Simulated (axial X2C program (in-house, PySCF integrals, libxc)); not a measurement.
## Low determinants of RuB⁻ at the PBE0 level, 2c

All values were computed with an in-house relativistic program for diatomic molecules. Two-component (2c) means X2C with spin–orbit coupling and atomic mean-field two-electron Coulomb and Gaunt terms. Basis: Ru dyall-acv3z [13s13p9d5f3g], B dyall-av3z [8s7p3d2f] (cores contracted in-house); Gaussian nuclei, density fitting, unrestricted open shells. Masses: Ru 101.904 u, B 11.009 u.

Search at 1.718 Å (vertical energies from the lowest determinant):

| ΔE (eV) | state | electrons beyond evenly filled partner blocks | electrons in ±ω = 1/2, 3/2, 5/2, 7/2 |
| --- | --- | --- | --- |
| 0.00 | Ω = 3 | ω = 1/2, ω = 5/2 | 33 14 3 0 |
| 0.18 | Ω = 2 | ω = -1/2, ω = 5/2 | 33 14 3 0 |
| 0.22 | Ω = 1 | ω = -1/2, ω = 3/2 | 33 13 4 0 |
| 0.39 | Ω = 2 | ω = 1/2, ω = 3/2 | 33 13 4 0 |
| 1.08 | Ω = 4 | ω = 3/2, ω = 5/2 | 32 15 3 0 |
| 1.10 | Ω = 1 | ω = -3/2, ω = 5/2 | 34 13 3 0 |
| 1.13 | Ω = 1 | ω = -3/2, ω = 5/2 | 32 15 3 0 |

Lowest determinant, Ω = 3 (⟨Sz⟩ = 1.00, ⟨Lz⟩ = 2.00 at PBE0): Re = 1.716 Å, ωe = 918.8 cm⁻¹.

The determinant in row 2 of the search, Ω = 2 (⟨Sz⟩ = 0.00, ⟨Lz⟩ = 2.00 at PBE0), was followed along the bond at PBE0; measured from the minimum of the lowest determinant it gives:

Te = 0.174 eV (1401 cm⁻¹), Re = 1.706 Å, ωe = 954.2 cm⁻¹.

(1) Compare the bond of the determinant in row 2 with that of the lowest one.

The search compares states at one distance, so a state with another bond length can lie lower; it is not exhaustive and yields mostly the lowest determinant of each block pattern, so other components and higher states of one pattern are missing. These are energies of single determinants, not of spin-adapted states; PBE0 term energies can be off by some tenths of an eV, and the functional has no current term. Open-shell Ω = 0 determinants with evenly filled partner blocks cannot be reached by this program, so the Ω shown need not be the lowest component. The lowest determinant need not be the ground state where others lie within half an eV. For an anion, determinants above electron detachment are held by the basis set. The highest occupied level of some functionals is positive through self-interaction error; at Hartree–Fock it is bound. Row 1 has a positive highest level at its minimum. Row 2 has a positive highest level at its minimum.

Answers

(1) At PBE0 its Re is 0.010 Å shorter and its force constant, which goes as ωe², is 1.08 times that of the lowest determinant. This determinant mixes spin states, so it has no term energy of its own.
